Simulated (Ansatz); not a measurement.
Molecule: C4H4N, charge -1, multiplicity 1. It need not be the lowest isomer of its formula. Whether it binds its extra electron was not tested at this geometry. 
Coordinates optimised at B3LYP-D3(BJ)/def2-TZVP (Ansatz, a first-principles code):
```
C
H 1 1.0955
H 1 1.0955 2 105.27
C 1 1.4798 2 107.07 3 -113.71
N 4 1.1571 1 172.78 2 -123.76
C 1 1.5419 2 109.20 3 117.13
C 6 1.3405 1 116.70 2 122.69
H 7 1.0927 6 120.18 1 -180.00
H 7 1.1024 8 113.66 6 180.00
```
Charge -1, spin multiplicity 1.

Basis-set convergence of Hartree-Fock and CCSD correlation energies (hartree) with Ansatz. Correlated levels leave the core frozen unless marked. No spin-orbit coupling. Non-relativistic. This anion needs diffuse functions, which these sets lack.

| basis | functions | E(HF) | E(corr, CCSD) |
|---|---|---|---|
| cc-pVDZ | - | -208.16398 | -0.72149 |
| cc-pVTZ | 206 | (withheld) | (withheld) |

Q: Fill in the missing entries.

A: 
- cc-pVTZ, E(HF): -208.22423
- cc-pVTZ, E(corr, CCSD): -0.86090
